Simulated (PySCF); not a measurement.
**S (sulfur, neutral): BP86 calculation**

Configuration: [Ne] 3s2 3p4, high-spin 3P determinant. Calculation: PySCF 2.14, in cc-pV(T+d)Z; the non-relativistic Hamiltonian (point nucleus).

```
Total energy                                                  : -398.1560 hartree
One-electron energy                                           : -549.3805 hartree
Hartree (Coulomb) energy                                      : 176.8632 hartree
Exchange-correlation energy                                   : -25.6387 hartree
Kinetic energy                                                : 396.85105 hartree
⟨S²⟩                                                          : 2.0035
⟨L²⟩                                                          : 2.018
Sum of ⟨r⟩                                                    : 15.43 bohr
Sum of ⟨r²⟩                                                   : 28.96 bohr²
Traceless quadrupole moment −½Σ⟨3z² − r²⟩ along its main axis : -2.03 e·bohr²
Density at the nucleus (Gaussians lack the cusp)              : 2630 bohr⁻³
Spin density at the nucleus                                   : 0.0729 bohr⁻³
Langevin diamagnetic susceptibility                           : -22.9 ×10⁻⁶ cm³/mol
Time after the integrals                                      : 0.19 s of wall time on 1 thread of Intel(R) Xeon(R) Platinum 8375C CPU @ 2.90GHz (shared host)
```

```
shell  electrons  mean orbital energy (eV)  spread (eV)  rms radius, mean of both spins (bohr)
 1s α          1                   -2400.0            0                                  0.113
 1s β          1                   -2399.7            0                                  0.113
 2s α          1                   -210.71            0                                  0.525
 2s β          1                   -210.46            0                                  0.525
 2p α          3                   -156.85        0.520                                  0.495
 2p β          3                   -156.51        0.227                                  0.495
 3s α          1                   -17.934            0                                   1.84
 3s β          1                   -15.942            0                                   1.84
 3p α          3                    -7.712        1.278                                   2.25
 3p β          1                    -6.240            0                                   2.25
```
